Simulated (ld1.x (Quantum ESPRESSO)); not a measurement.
**silicon: excitation energies, all-electron against RRKJ**

ld1.x (Quantum ESPRESSO) 7.5 input, shortened:

```
&input
   title='Si', zed=14., rel=0, dft='PBE', iswitch=3,
   config='[Ne] 3s2 3p1 3d-2'
 /
 &inputp
   pseudotype=2, tm=.false., rho0=0.005, lloc=0,
   nlcc=.true., new_core_ps=.true., rcore=1.10
 /
3
3P  2  1   1.00   0.00  1.65  1.65  0.0
3D  3  2  -2.00   0.10  1.40  1.40  0.0
3S  1  0   2.00   0.00  1.70  1.70  0.0
 &test
   configts(1)='3s2 3p1'
 /
```

Energies are relative to the spin-unpolarised reference configuration 3s2 3p1; without spin polarisation the order of configurations can differ from experiment.

| valence configuration | charge | ΔE all-electron (eV) | error AE − PS (meV) |
| --- | --- | --- | --- |
| 3s2 3p2 | 0 | -7.751 | +3.1 |
| 3s2 3p0 | +2 | 16.005 | +6.9 |
| 3s1 3p0 | +3 | 49.907 | +33 |
| 3s0 3p4 | 0 | 5.913 | -7.6 |
| 3s1 3p2 | +1 | 7.368 | -1.3 |
| 3s2 3p2.3 | -0.3 | -8.684 | +4.3 |

(1) What are ΔE and the potential's error for 3s2 3p1.5?

Results:

(1) ΔE = -4.824 eV all-electron; the error (AE − PS) is +1.0 meV.
